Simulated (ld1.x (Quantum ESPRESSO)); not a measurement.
# rhodium (Rh), TM: configuration errors across variants

- Element: Rh (Z = 45)
- Generator: ld1.x (Quantum ESPRESSO) 7.5
- Type: norm-conserving Troullier–Martins (Kleinman–Bylander form)
- Functional: PBE
- Relativity: scalar-relativistic
- Frozen core: [Ar] 3d10
- Valence charge: 17
- Reference configuration: 4s2 4p6 4d7.5 5s0 5p0 (charge +1.5)
- Partial waves: 4s (bound): rc 1.45 bohr; 4p (bound): rc 1.50 bohr; 4d (bound): rc 1.85 bohr
- Local potential: all-electron potential smoothed inside 1.45 bohr (lloc = -1)
- Core correction: none

All-electron excitation energies from the reference (eV): (1) 4s2 4p6 4d8 5s1 5p0 -15.695; (2) 4s2 4p6 4d8 5s0 5p0 -8.234; (3) 4s2 4p6 4d7 5s0 5p0 11.276; (4) 4s2 4p6 4d6 5s0 5p0 43.781; (5) 4s2 4p6 4d7 5s1 5p0 -4.568; (6) 4s2 4p6 4d7 5s1 5p1 -9.076; (7) 4s2 4p6 4d5 5s0 5p0 90.728.

Tests that are not counted but printed errors over 1 eV. “local potential all-electron potential smoothed inside 1.10 bohr (lloc = -1)”: 4s2 4p6 4d7 5s1 5p1 (solver errors, printed error -8.7 eV); 4s2 4p6 4d7 5s1 5p0 (solver errors, printed error -3.7 eV); 1 more. “all radii scaled by about 1.31 (s 1.90, p 1.96, d 2.42 bohr); local potential all-electron potential smoothed inside 1.90 bohr (lloc = -1)”: 4s2 4p6 4d8 5s1 5p0 (solver errors, printed error -2947 eV); 4s2 4p6 4d7 5s1 5p1 (solver errors, printed error -2936 eV).

1 further variants failed, have other tests or too few solved ones, and are left out.

A true bound ghost makes a file unfit for plane-wave use even where its test errors are small: the radial tests pick states by their node count and pass the ghost by. Where a test does run into it, the solver fails or the error is huge.

Errors AE − PS in meV (a dash: test not solved or not reliable):

```csv
change,(1),(2),(3),(4),(5),(6),(7),bound ghosts
base,+135,+0.1,-0.7,+0.6,+222,+193,+19,none
local potential all-electron potential smoothed inside 1.10 bohr (lloc = -1),–,+0.4,-0.3,+6.1,–,–,+40,s
wave 4s (bound): rc 1.45 bohr becomes 4s (bound): rc 1.18 bohr,-39,+0.1,-0.6,+0.5,-61,-48,+18,none
core correction a·sin(br)/r model core inside 1.38 bohr,+135,+0.1,-0.7,+0.4,+222,+193,+18,none
local potential all-electron potential smoothed inside 2.14 bohr (lloc = -1),+261,-2.6,-4.2,-37,+460,+281,-93,none
wave 4d (bound): rc 1.85 bohr becomes 4d (bound): rc 1.30 bohr,+135,+0.2,-0.5,-0.2,+222,+193,+8.1,none
"all radii scaled by about 1.31 (s 1.90, p 1.96, d 2.42 bohr); local potential all-electron potential smoothed inside 1.90 bohr (lloc = -1)",–,-0.5,+0.3,+31,+6014,–,+188,s
```

**Question.** Give the same row for: wave 4p (bound): rc 1.50 bohr becomes 4p (bound): rc 1.58 bohr.

**Answer.** +135, +0.1, -0.6, +1.2, +222, +203, +22; bound ghosts: none.
